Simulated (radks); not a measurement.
Spherical quantum dot in the effective-mass picture: electrons in a hard-walled sphere of radius 3.42, with a point charge +2 (a donor) at the centre, all in effective atomic units (hartree* = m*/eps^2 hartree, bohr* = eps/m* bohr), one dielectric constant everywhere. Calculated with a radial shooting solver with Libxc functionals: non-relativistic Kohn-Sham, PBE, spin-polarised, spherical densities. Levels are named by radial order and angular momentum (1s, 1p, 1d, 2s, ...), and open shells are averaged over m. Each electron was tried in the lowest free levels, single moves between levels near the top were tried too, and the lowest total energy was kept; such a search can miss a lower state. At N = 1 the Hartree and exchange-correlation terms need not cancel, so that row can carry a self-interaction error.

N        open shells  2S  E (hartree*)  mu = E(N) - E(N-1) (hartree*)  addition energy mu(N+1) - mu(N) (hartree*)  e(HOMO) (hartree*)  rms radius (bohr*)
1   1s(up 1, down 0)   1      -1.99272                        -1.9927                                       1.108             -1.5421              0.8736
2               none   0      -2.87759                       -0.88487                                       1.632            -0.54735               1.050
3   1p(up 1, down 0)   1      -2.13043                        0.74716                                      0.3624             0.92113               1.475
4   1p(up 2, down 0)   2      -1.02092                         1.1095                                      0.3861              1.3011               1.669
5   1p(up 3, down 0)   3      0.474662                         1.4956                                      0.5241              1.6906               1.789
6   1p(up 3, down 1)   2       2.49433                         2.0197                                      0.3516              2.1910               1.876
7   1p(up 3, down 2)   1       4.86557                         2.3712                                      0.3686              2.5541               1.943
8               none   0       7.60538                         2.7398                                      0.5191              2.9263               1.997
9   2s(up 1, down 0)   1       10.8643                         3.2589                                      0.4826              3.4573               2.041
10              none   0       14.6057                         3.7415                                      0.6227              3.9646               2.068
11  1d(up 1, down 0)   1       18.9700                         4.3642                                      0.3551              4.5414               2.110
12  1d(up 2, down 0)   2       23.6893                         4.7193                                      0.3567              4.8975               2.146
13  1d(up 3, down 0)   3       28.7653                         5.0760                                      0.3575              5.2547               2.178
14  1d(up 4, down 0)   4       34.1989                         5.4336                                      0.3578              5.6124               2.205
15  1d(up 5, down 0)   5       39.9902                         5.7914                                      0.4551              5.9703               2.230
16  1d(up 5, down 1)   4       46.2368                         6.2465                                      0.3482              6.4202               2.252
17  1d(up 5, down 2)   3       52.8315                         6.5947                                      0.3501              6.7695               2.272
18  1d(up 5, down 3)   2       59.7763                         6.9448                                      0.3512              7.1203               2.291
19  1d(up 5, down 4)   1       67.0723                         7.2960                                      0.3518              7.4718               2.307
20              none   0       74.7201                         7.6478                                      0.8989              7.8238               2.323
21  1f(up 1, down 0)   1       83.2668                         8.5467                                      0.3448              8.7190               2.340
22  1f(up 2, down 0)   2       92.1583                         8.8915                                      0.3453              9.0640               2.356
23  1f(up 3, down 0)   3       101.395                         9.2367                                      0.3456              9.4095               2.371
24  1f(up 4, down 0)   4       110.977                         9.5823                                           -              9.7552               2.384

All shells are closed at N = 2, 8, 10, 20 (there: 1s2 1p6 1d10 2s2); the second difference of the energy has clear peaks (12 % above both neighbours; the first and last values, which can be the largest, are not judged, and half-filled shells can peak too) at N = 2, 5, 10, 15, 20.
